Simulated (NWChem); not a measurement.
# C3H8S; SMILES CCSC

```xyz
12

C      0.4685     1.8503     0.3202
C     -0.4368     0.9470    -0.5173
S     -0.6793    -0.7469     0.1529
C      0.9756    -1.4680    -0.1300
H      0.5291     2.8494    -0.1298
H      0.0832     1.9541     1.3395
H      1.4880     1.4548     0.3828
H     -1.4484     1.3638    -0.5714
H     -0.0691     0.8645    -1.5470
H      1.7484    -0.9666     0.4595
H      1.2431    -1.4370    -1.1913
H      0.9212    -2.5130     0.1866
```
Atoms are numbered in this order, from 1.

Program: NWChem. Geometry optimised at B3LYP/6-31G*; all other runs use it. Pople sets run with spherical d functions.

| quantity | level | value |
|---|---|---|
| vertical ionisation energy, ΔSCF (eV) | PBE/def2-SVP | 8.38 |
| vertical, lowest excitation, singlet (eV) | CAM-B3LYP/def2-SVPD, TDA | 5.48 |
| isotropic polarisability (bohr³), static | CAM-B3LYP/def2-SVPD | 60.8 |
| solvation free energy (kcal/mol) in water | B3LYP/6-31G*, SMD | -0.5 |
| dipole (D) | B3LYP/6-31G* | 1.75 |
| highest harmonic frequency (cm⁻¹) | B3LYP/6-31G* | 3152 |
